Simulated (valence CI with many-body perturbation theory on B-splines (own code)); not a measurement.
Ge XXVI: electric-dipole lines

Calculated by relativistic CI+MBPT: five valence electrons over a frozen Dirac-Fock core [He], a basis of 9 s, 9 p, 8 d, 6 f, 3 g, 1 h functions for each j, with the one-electron correlation potential Σ1, the two-electron term Σ2, the three-electron term Σ3, Breit, model QED; selected CI, second order for the rest (own B-spline code, finite nucleus).

No measured spectrum was set against this ion. As an estimate, levels of excited configurations hold to 0.05 to 0.15 % of their energy, terms of the ground configuration to about 0.5 %. Among the levels kept, up to 1700 cm⁻¹ of a level comes from second order outside the variational space, and about a tenth of that is noise between levels of different J, which matters for small intervals.

Lines 101 to 150 of 265 in falling wavelength, among levels below 13013 × 10³ cm⁻¹, chosen from the strongest by gf and those to the six lowest levels. Wavelengths and rates use the calculated energies, so an error of 1000 cm⁻¹ moves a line at 8.394 nm by 0.084 % and its rate by three times that or more. Electric multipoles are in the length gauge, E1 and E2 with the static RPA response of the core. Weak lines are less certain than strong ones. Lines between different terms over intervals too small for the method are left out, as are lines whose strength nearly cancels. The highest levels of a list are the least certain.

Levels are named by their leading jj configuration (3d3/2^4 stands for four electrons in 3d with j = 3/2), which in mixed levels can hold well under half, so a name can repeat and another be missing. Letters in brackets count levels of one name in rising energy.

```
λ vac (nm)                               Upper                         Lower   A (s⁻¹)  S (a.u.) with core polarisation  S without
     8.394        (2s 2p1/2 2p3/2^3) J=3/2 [b]    (2s^2 2p1/2 2p3/2^2) J=5/2  1.45e+09                         1.69e-03   1.70e-03
     8.356         (2s 2p1/2^2 2p3/2 3s) J=1/2       (2s^2 2p1/2^2 3s) J=1/2  3.69e+10                         2.12e-02   2.13e-02
     8.295     (2s 2p1/2^2 2p3/2 3s) J=3/2 [b]       (2s^2 2p1/2^2 3s) J=1/2  2.94e+10                         3.31e-02   3.32e-02
     8.135               (2p1/2 2p3/2^4) J=1/2  (2s 2p1/2 2p3/2^3) J=3/2 [c]  8.73e+10                         4.64e-02   4.66e-02
     8.068             (2p1/2^2 2p3/2^3) J=3/2  (2s 2p1/2 2p3/2^3) J=3/2 [b]  3.77e+10                         3.91e-02   3.92e-02
     8.007        (2s 2p1/2 2p3/2^3) J=3/2 [a]    (2s^2 2p1/2^2 2p3/2) J=3/2  4.01e+10                         4.06e-02   4.07e-02
     7.961            (2s 2p1/2 2p3/2^3) J=5/2    (2s^2 2p1/2 2p3/2^2) J=5/2  5.11e+10                         7.63e-02   7.65e-02
     7.867        (2s 2p1/2 2p3/2^3) J=3/2 [b]    (2s^2 2p1/2 2p3/2^2) J=3/2  6.76e+10                         6.50e-02   6.52e-02
     7.858          (2s 2p1/2^2 2p3/2^2) J=1/2    (2s^2 2p1/2^2 2p3/2) J=3/2  4.05e+10                         1.94e-02   1.94e-02
     7.747            (2s 2p1/2 2p3/2^3) J=1/2    (2s^2 2p1/2 2p3/2^2) J=1/2  5.52e+10                         2.53e-02   2.54e-02
     7.485            (2s 2p1/2 2p3/2^3) J=5/2    (2s^2 2p1/2 2p3/2^2) J=3/2  4.81e+08                         5.97e-04   5.99e-04
     7.342        (2s 2p1/2 2p3/2^3) J=3/2 [c]    (2s^2 2p1/2 2p3/2^2) J=1/2  1.90e+10                         1.49e-02   1.49e-02
     7.095                  (2s 2p3/2^4) J=1/2          (2s^2 2p3/2^3) J=3/2  1.55e+11                         5.47e-02   5.48e-02
     6.780        (2s 2p1/2 2p3/2^3) J=3/2 [c]    (2s^2 2p1/2 2p3/2^2) J=5/2  1.51e+11                         9.28e-02   9.30e-02
     6.740            (2s 2p1/2 2p3/2^3) J=1/2    (2s^2 2p1/2 2p3/2^2) J=3/2  8.14e+10                         2.46e-02   2.47e-02
     6.645        (2s 2p1/2 2p3/2^3) J=3/2 [b]    (2s^2 2p1/2^2 2p3/2) J=3/2  1.37e+10                         7.94e-03   7.96e-03
     6.610               (2p1/2 2p3/2^4) J=1/2  (2s 2p1/2 2p3/2^3) J=3/2 [b]  4.67e+10                         1.33e-02   1.34e-02
     6.431        (2s 2p1/2 2p3/2^3) J=3/2 [c]    (2s^2 2p1/2 2p3/2^2) J=3/2  5.67e+09                         2.98e-03   2.99e-03
     6.201                  (2s 2p3/2^4) J=1/2    (2s^2 2p1/2 2p3/2^2) J=1/2  2.81e+09                         6.62e-04   6.64e-04
     6.014             (2p1/2^2 2p3/2^3) J=3/2    (2s 2p1/2^2 2p3/2^2) J=5/2  1.22e+10                         5.23e-03   5.25e-03
     5.822            (2s 2p1/2 2p3/2^3) J=1/2    (2s^2 2p1/2^2 2p3/2) J=3/2  9.16e+09                         1.78e-03   1.79e-03
     5.591        (2s 2p1/2 2p3/2^3) J=3/2 [c]    (2s^2 2p1/2^2 2p3/2) J=3/2  1.28e+10                         4.42e-03   4.43e-03
     5.538                  (2s 2p3/2^4) J=1/2    (2s^2 2p1/2 2p3/2^2) J=3/2  2.65e+10                         4.44e-03   4.46e-03
    0.9173          (2s^2 2p1/2^2 3p3/2) J=3/2    (2s 2p1/2^2 2p3/2^2) J=5/2  5.09e+10                         7.76e-05   7.73e-05
    0.9014  (2s^2 2p1/2 2p3/2 3p3/2) J=5/2 [a]    (2s 2p1/2^2 2p3/2^2) J=5/2  4.53e+10                         9.83e-05   9.79e-05
    0.8986  (2s^2 2p1/2 2p3/2 3p3/2) J=3/2 [a]    (2s 2p1/2^2 2p3/2^2) J=5/2  1.33e+11                         1.90e-04   1.90e-04
    0.8954  (2s^2 2p1/2 2p3/2 3p1/2) J=3/2 [b]    (2s 2p1/2^2 2p3/2^2) J=5/2  2.12e+11                         3.00e-04   2.99e-04
    0.8928  (2s^2 2p1/2 2p3/2 3p3/2) J=3/2 [b]    (2s 2p1/2^2 2p3/2^2) J=5/2  6.62e+10                         9.30e-05   9.27e-05
    0.8905  (2s^2 2p1/2 2p3/2 3p3/2) J=5/2 [b]    (2s 2p1/2^2 2p3/2^2) J=5/2  7.98e+10                         1.67e-04   1.67e-04
    0.8857     (2s^2 2p1/2 2p3/2 3s) J=3/2 [b]          (2s^2 2p3/2^3) J=3/2  1.70e+11                         2.34e-04   2.33e-04
    0.8824     (2s 2p1/2^2 2p3/2 3s) J=3/2 [a]  (2s 2p1/2 2p3/2^3) J=3/2 [a]  1.28e+12                         1.74e-03   1.74e-03
    0.8799         (2s 2p1/2^2 2p3/2 3s) J=5/2    (2s 2p1/2^2 2p3/2^2) J=5/2  3.59e+11                         7.24e-04   7.21e-04
    0.8787             (2s^2 2p1/2^2 3s) J=1/2    (2s^2 2p1/2 2p3/2^2) J=3/2  2.33e+11                         1.56e-04   1.55e-04
    0.8772          (2s^2 2p3/2^2 3p1/2) J=3/2    (2s 2p1/2^2 2p3/2^2) J=5/2  1.80e+11                         2.39e-04   2.38e-04
    0.8764         (2s 2p1/2 2p3/2^2 3s) J=3/2  (2s 2p1/2 2p3/2^3) J=3/2 [b]  4.17e+12                         5.54e-03   5.52e-03
    0.8756     (2s 2p1/2 2p3/2^2 3s) J=5/2 [b]      (2s 2p1/2 2p3/2^3) J=5/2  4.50e+12                         8.94e-03   8.91e-03
    0.8750         (2s^2 2p1/2 2p3/2 3s) J=1/2    (2s^2 2p1/2 2p3/2^2) J=1/2  1.82e+12                         1.20e-03   1.20e-03
    0.8701     (2s^2 2p1/2 2p3/2 3s) J=3/2 [b]    (2s^2 2p1/2 2p3/2^2) J=1/2  1.83e+12                         2.38e-03   2.38e-03
    0.8696     (2s 2p1/2^2 2p3/2 3s) J=3/2 [a]    (2s 2p1/2^2 2p3/2^2) J=5/2  3.87e+12                         5.03e-03   5.01e-03
    0.8690     (2s^2 2p1/2 2p3/2 3s) J=3/2 [a]    (2s^2 2p1/2 2p3/2^2) J=5/2  3.46e+11                         4.49e-04   4.47e-04
    0.8669             (2s^2 2p3/2^2 3s) J=5/2          (2s^2 2p3/2^3) J=3/2  7.40e+11                         1.43e-03   1.42e-03
    0.8652             (2s^2 2p3/2^2 3s) J=3/2          (2s^2 2p3/2^3) J=3/2  5.60e+12                         7.16e-03   7.14e-03
    0.8643     (2s 2p1/2^2 2p3/2 3s) J=3/2 [b]  (2s 2p1/2 2p3/2^3) J=3/2 [a]  3.07e+12                         3.92e-03   3.90e-03
    0.8640      (2s^2 2p3/2^2 3p3/2) J=3/2 [a]    (2s 2p1/2^2 2p3/2^2) J=5/2  3.64e+11                         4.63e-04   4.61e-04
    0.8638         (2s^2 2p1/2 2p3/2 3s) J=5/2    (2s^2 2p1/2 2p3/2^2) J=5/2  1.49e+12                         2.85e-03   2.84e-03
    0.8630     (2s^2 2p1/2 2p3/2 3s) J=3/2 [a]    (2s^2 2p1/2 2p3/2^2) J=3/2  9.91e+11                         1.26e-03   1.25e-03
    0.8616     (2s^2 2p1/2 2p3/2 3s) J=3/2 [b]    (2s^2 2p1/2 2p3/2^2) J=5/2  4.15e+12                         5.24e-03   5.22e-03
    0.8611             (2s^2 2p1/2^2 3s) J=1/2    (2s^2 2p1/2^2 2p3/2) J=3/2  4.18e+12                         2.63e-03   2.62e-03
    0.8605         (2s^2 2p1/2 2p3/2 3s) J=1/2    (2s^2 2p1/2 2p3/2^2) J=3/2  5.69e+12                         3.58e-03   3.57e-03
    0.8579         (2s^2 2p1/2 2p3/2 3s) J=5/2    (2s^2 2p1/2 2p3/2^2) J=3/2  3.92e+10                         7.33e-05   7.30e-05
```
